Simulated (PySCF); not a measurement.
Spinor energies of Xe⁵³⁺ (xenon, charge +53)

Start: 1s1; 1s1/2 filled at m_j = +1/2. Calculated with PySCF 2.14 in an even-tempered Gaussian basis (15 s from 130 bohr⁻², ratio 2.4; 11 p from 170 bohr⁻², ratio 2.4; 3 d from 520 bohr⁻², ratio 2.6; 3 f from 790 bohr⁻², ratio 2.6): generalised Hartree-Fock with the X2C-1e Hamiltonian and a Gaussian nucleus; one run each with spin-orbit coupling (SO) switched off, then screened by Boettger's factors, then bare.

```json
{"spinor shell": "1s1/2", "electrons": "1", "ε, spin-free (eV)": "-41343.7", "ε, screened SO (eV)": "-41343.7", "ε, bare SO (eV)": "-41343.7", "weight of nominal j (screened SO)": "1.000", "rms radius, screened SO (bohr)": "0.0300"}
```

```json
{"quantity": "E (hartree)", "spin-free": "-1519.35300", "screened SO": "-1519.35300", "bare SO": "-1519.35300"}
{"quantity": "M_J", "spin-free": "1/2", "screened SO": "1/2", "bare SO": "1/2"}
{"quantity": "⟨J²⟩", "spin-free": "0.750", "screened SO": "0.750", "bare SO": "0.750"}
{"quantity": "⟨L²⟩", "spin-free": "0.000", "screened SO": "0.000", "bare SO": "0.000"}
{"quantity": "⟨S²⟩", "spin-free": "0.750", "screened SO": "0.750", "bare SO": "0.750"}
```

Breit and QED terms are absent; they matter most for the inner s and p1/2 levels.

Densities and radii are taken from the X2C orbitals without a picture-change correction, which distorts them close to the nucleus.

Without spin-orbit coupling the j labels of p, d and f shells carry no meaning; the spin-free column gives the mean over the occupied spinors of each nl shell.
